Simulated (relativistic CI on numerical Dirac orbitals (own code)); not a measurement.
## Ir²⁺ (5d7) in a crystal field

Calculated by Dirac-Coulomb-Breit CI, orbitals from a KLI potential per configuration, model QED (radiative potential, 1s self-energy scaled to tabulated hydrogen-like ionisation energies), valence Slater integrals scaled by 0.9, one configuration in a parametric crystal field (own radial code). With so little scaling, terms lie 10 to 35 % too far apart, which can change the order of excited levels.

Field parameters in Wybourne normalisation: Oh B⁴₀ = 21Dq, B⁴₄ = √(5/14) B⁴₀. The field is a parameter set, without covalency.

S is read from ⟨S²⟩ = S(S + 1).

Levels (cm⁻¹, degeneracy): 0 (4), 8638 (2), 10547 (4), 15076 (2), 15780 (4), 21917 (4), 25642 (4), 25704 (2), 26502 (2), 29295 (4), 31718 (2), 35609 (4).

(1) Which field gives this pattern?
A. Oh, 10Dq = 9350 cm⁻¹
B. Oh, 10Dq = 20650 cm⁻¹
C. Oh, 10Dq = 25250 cm⁻¹

Results:

(1) C. Oh, 10Dq = 25250 cm⁻¹, ground level with S = 0.65.
